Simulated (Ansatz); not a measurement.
Geometry optimisation, Ansatz, RKS PBE-D4/def2-SVP.

Input:

```yaml
crystal:
  periodic: [false, false, false]
  atoms:
    - { symbol: B, position_ang: [-0.083555, -0.381692, 0.083643] }
    - { symbol: O, position_ang: [-0.613131, -0.81462, 1.29075] }
    - { symbol: H, position_ang: [-1.571612, -0.638343, 1.318851] }
    - { symbol: Cl, position_ang: [1.620043, -0.762473, -0.215559] }
    - { symbol: H, position_ang: [-0.763435, 0.085267, -0.802687] }
    - { symbol: O, position_ang: [0.279289, 1.871992, 1.342844] }
    - { symbol: C, position_ang: [1.617093, 2.323105, 1.493321] }
    - { symbol: H, position_ang: [2.366265, 1.51498, 1.329891] }
    - { symbol: H, position_ang: [1.786128, 3.103739, 0.725005] }
    - { symbol: H, position_ang: [1.797933, 2.782882, 2.492545] }
    - { symbol: H, position_ang: [0.132082, 1.143763, 1.997095] }
basis:
  gaussian: { orbitals: def2-SVP }
hamiltonian:
  xc: pbe
  dispersion: d4
relax:
  f_tol: 0.03
  max_steps: 50
output:
  orbitals: {}
```

Run as:

```bash
$ ansatz run input.yaml --threads 2 --pin off --max-ram 3072MiB --backend cpu --events-out ev --progress --plain --runs-dir out
```

**Question.** Where does it end, and by what steps?

**Answer.** The run converged. After 17 steps the energy has fallen by 0.127 eV; H5 moved furthest, 0.92 Å.

| step | energy less start (eV) | largest force component (eV/Å) | accepted |
| --- | --- | --- | --- |
| 0 | 0.0000 | 0.665 | yes |
| 1 | -0.0138 | 0.262 | yes |
| 2 | -0.0220 | 0.224 | yes |
| 3 | -0.0308 | 0.221 | yes |
| 4 | -0.0463 | 0.450 | yes |
| 5 | -0.0654 | 0.240 | yes |
| 6 | -0.0843 | 0.195 | yes |
| 7 | -0.1075 | 0.276 | yes |
| 8 | -0.1145 | 0.112 | yes |
| 9 | -0.1157 | 0.207 | yes |
| 10 | -0.1187 | 0.080 | yes |
| 11 | -0.1212 | 0.088 | yes |
| 12 | -0.1232 | 0.174 | yes |
| 13 | -0.1248 | 0.167 | yes |
| 14 | -0.1263 | 0.121 | yes |
| 15 | -0.1266 | 0.081 | yes |
| 16 | -0.1272 | 0.063 | yes |
| 17 | -0.1273 | 0.025 | yes |

```xyz
11
Properties=species:S:1:pos:R:3
B 0.059 -0.008 0.428
O -0.941 -0.750 1.037
H -1.817 -0.389 0.817
Cl 1.671 -0.909 0.366
H -0.168 0.732 -0.520
O 0.454 1.243 1.668
C 1.449 2.219 1.298
H 2.381 1.719 0.966
H 1.024 2.795 0.457
H 1.641 2.897 2.152
H 0.814 0.678 2.387
```

Whether the end is a true minimum wasn't checked by a vibrational analysis.

The run took 41 s on 2 threads of Intel(R) Xeon(R) Platinum 8259CL CPU @ 2.50GHz (Skylake/Cascade Lake) (shared host), peak memory 0.17 GiB.
